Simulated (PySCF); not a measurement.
## Bond curve of CsZn⁺

Set-up: basis Cs def2-SVPD with ECP46, Zn def2-SVPD; scalar-relativistic core potentials; PySCF 2.14. Energies in eV from Cs⁺ + Zn in their ground configurations at the same level. State: ¹Σ⁺ (singlet), closed shell.

```csv
R (Å),RHF-SCS-MP2,HSE06,r²SCAN
3.335,-0.0196,-0.1016,-0.0964
3.490,-0.1050,-0.1655,-0.1586
3.645,-0.1539,-0.1974,-0.1900
3.762,-0.1741,-0.2073,-0.1997
3.878,-0.1846,-0.2087,-0.2011
3.994,-0.1882,-0.2046,-0.1971
4.149,-0.1859,-0.1933,-0.1860
4.343,-0.1763,-0.1748,-0.1680
4.576,-0.1603,-0.1509,-0.1450
4.886,-0.1369,-0.1212,-0.1167
```

Put a parabola through the three lowest points of the RHF-SCS-MP2 curve and estimate Re, k and ωe (reduced mass 43.17 u; 1 eV/Å² = 0.16022 mdyn/Å; ωe = 1302.8·√(k/μ) cm⁻¹).

Through R = 3.878, 3.994, 4.149 Å the second-order coefficient is 0.169 eV/Å², so Re ≈ 4.028 Å, k ≈ 0.0542 mdyn/Å and ωe ≈ 46 cm⁻¹. A polynomial fit of higher order to the unrounded RHF-SCS-MP2 energies gives Re = 4.018 Å, k = 0.0513 mdyn/Å, ωe = 44.9 cm⁻¹; anharmonicity and rounding make the difference.

The higher-order fit for each curve: RHF-SCS-MP2: Re = 4.018 Å, ωe = 44.9 cm⁻¹, De = 0.188 eV; HSE06: Re = 3.845 Å, ωe = 54.3 cm⁻¹, De = 0.209 eV; r²SCAN: Re = 3.845 Å, ωe = 53.9 cm⁻¹, De = 0.201 eV.

Correlated steps freeze 5 core orbitals. Closed-shell solutions of metal pairs were not tested for spin polarisation, which can lower them a little. The bond is weak. Basis-set superposition, not corrected here, can be much of De in a small basis, most of all at correlated wavefunction levels. Spin–orbit coupling is left out. For an ion De counts to the pair picked by the measured ionisation energies or electron affinities, which need not be the lowest pair at this level.
